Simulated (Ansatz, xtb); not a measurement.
Pair of molecules: PH3 (SMILES P) (first 4 atoms) with HI (SMILES I); geometry from B3LYP-D3(BJ)/def2-TZVP, rigid monomers moved along the line of their centres of mass till P1···H6 is 2.32 Å.
(charge 0, multiplicity 1):
```csv
atom,x (Å),y (Å),z (Å)
P,-0.4959,-0.5533,0.4139
H,-1.8481,-0.6696,0.0101
H,-0.1615,0.3996,-0.5789
H,-0.0545,-1.6663,-0.3421
I,0.4868,-0.0598,4.2111
H,0.0859,-0.2641,2.6437
```

Monomers are frozen at their geometry in the pair; levels with a basis set take the counterpoise correction.

Run with Ansatz (Gaussian orbitals); xtb for the GFN methods. Each number belongs to the level named beside it. In def2 rows elements past Kr take small-core potentials, without spin–orbit coupling.

### Question
Give the interaction energy at the level GFN-FF.

### Answer
-2.9 kcal/mol

### Question
Estimate the interaction energy that PBE/def2-TZVPPD returns for this input.

### Answer
-2.5 kcal/mol

### Question
Predict the interaction energy from wB97X-V/def2-TZVPPD.

### Answer
-1.1 kcal/mol

Ansatz is an electronic-structure program.
